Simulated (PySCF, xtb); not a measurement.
C3H4BF3, SMILES C/C(=C/F)B(F)F. Other conformers were not sampled.

Harmonic wavenumbers (cm⁻¹) from GFN2-xTB run with xtb at its own minimum, in rising order: 39, 111, 129, 243, 271, 280, 344, 436, 574, 589, 680, 825, 1006, 1032, 1129, 1143, 1243, 1285, 1338, 1400, 1463, 1477, 1668, 3023, 3038, 3047, 3051.

### Question
What does PBE-D3(BJ)/def2-SVP (PySCF) give at its own minimum? (An estimate is asked for; the answer gives what the named calculation found.)

### Answer
51, 153, 155, 248, 278, 304, 360, 463, 593, 683, 692, 878, 976, 1007, 1126, 1167, 1279, 1345, 1363, 1400, 1408, 1419, 1665, 2967, 3044, 3062, 3081. Paired by order, the mean absolute difference is 28 cm⁻¹ and the zero-point energies are 44.1 and 44.6 kcal/mol.
